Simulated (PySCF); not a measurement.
## C$_{2}$H$_{3}$O$_{2}$, SMILES `CO[C]=O` (C–O–C–O torsion 0°) (charge 0, multiplicity 2)

The numbers are results of M06-2X/def2-TZVP // B3LYP-D3(BJ)/def2-TZVP (PySCF), not measurements.

The highest occupied spin orbital is -8.14 eV and the dipole moment is 2.74 D. The total energy is -228.3978 Ha and the cost comes out as roughly 5 core-minutes.

```xyz
7

C     -0.7497     0.1007    -0.0664
O      0.3328    -0.6892    -0.6558
C      1.5302    -0.4849    -0.1620
O      1.9048     0.2413     0.6978
H     -1.6463    -0.2023    -0.5965
H     -0.5460     1.1596    -0.2123
H     -0.8257    -0.1252     0.9953
```
Charge 0, spin multiplicity 2.
